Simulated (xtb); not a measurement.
xtb was given this input:
```
$ xtb mol.xyz --gfn 2 --uhf 1 --opt --json

# file mol.xyz
7

Si     1.29719297    -0.12050585     0.14274955
Si    -0.94931719     0.06333529     0.04258257
H      2.18882228     0.86945076    -0.08134286
H      1.86596400    -1.31858340    -0.07792516
H     -1.67501840    -0.43580101     1.33927239
H     -1.25904782     1.50875757    -0.29978068
H     -1.55487423    -0.69775798    -0.97737961
```

Problem. Give the total energy at the end of the optimisation at the level GFN2-xTB (xtb).

Solution. -5.938030 Ha

Problem. What is the computed dipole moment (GFN2-xTB)?

Solution. 0.27 D
